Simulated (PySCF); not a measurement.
## Property card for `[BH3-]CC(F)(F)F`

C2H5BF3 (charge -1).
Cartesian coordinates in Å at the PBE0-D3(BJ)/def2-SVP level; atoms count from 1:
```xyz
11
C2H5BF3 angstrom
B     -1.2989    0.5184    0.4151
C     -0.1111   -0.5989    0.1388
C      1.2663   -0.0774   -0.0561
F      1.3882    0.7600   -1.1038
F      2.1875   -1.0656   -0.2979
F      1.7536    0.5824    1.0125
H     -1.0547    1.1699    1.4481
H     -1.4036    1.2939   -0.5536
H     -2.3760   -0.0950    0.5650
H     -0.0396   -1.3152    0.9768
H     -0.3320   -1.1960   -0.7640
```

Structural features include: CF3 group and C–F bond.

**PBE0-D3(BJ)/def2-SVP geometry optimisation, gas phase (PySCF)**

| Quantity | Value |
| --- | --- |
| Point group | Cs |
| Rotational constants A, B, C | 5.221, 2.619, 2.602 GHz |

**PBE0/pcSseg-1 ground state and GIAO shieldings, non-relativistic (PySCF)**

| Item | Value |
| --- | --- |
| HOMO energy | -2.35 eV |
| LUMO energy | 6.39 eV |
| HOMO–LUMO gap | 8.74 eV |
| Lowest Hirshfeld atomic charge | -0.20 e on B1 |
| Highest Hirshfeld atomic charge | +0.24 e on C3 |
| 13C chemical shifts (computed TMS as zero) by class | 141.9 (C3), 27.8 (C2) ppm |
| 1H chemical shifts (computed TMS as zero) by class | 0.85 (H10/H11), 0.66 (H7/H8/H9) ppm |
| Isotropic shieldings of nuclei other than C and H, by class | 141 (B1), 254 (F4/F5/F6) ppm |
| Mayer bond orders between heavy atoms | B1–C2 0.83, C2–C3 1.07, C3–F4 0.98, C3–F5 0.94, C3–F6 0.98 |

**B3LYP/pcJ-1 indirect spin-spin coupling, non-relativistic, gas phase; spin–dipole term left out for some pairs (PySCF)**

| Item | Value |
| --- | --- |
| Largest of the computed one-bond spin–spin couplings (means over like bonds) | 19F–13C -337.4 (F4–C3 and 2 like it), 13C–1H +120.8 (C2–H10 and 1 like it), 11B–1H +92.0 (B1–H7 and 2 like it), 13C–13C +55.3 (C2–C3), 13C–11B +38.7 (C2–B1) Hz |

Monoisotopic mass of the ion (most abundant isotopes, electron mass counted): 97.0442 u.

With B = h/(8π²I), that is 505.379 GHz u Å² over I, the principal moments of inertia are 96.8, 193.0 and 194.2 u Å² (most abundant isotopes). The rotational constants make it an asymmetric top with κ = (2B − A − C)/(A − C) = -0.99, nearer the prolate limit (−1).

 NMR classes are plain means over equivalent atoms (diastereotopic ones count apart unless rotation or inversion swaps them), as if these changed places fast; in this geometry the members of some classes differ. No diffuse functions stand in pcJ-1 and pcSseg-1, which bears on an anion's orbital energies.
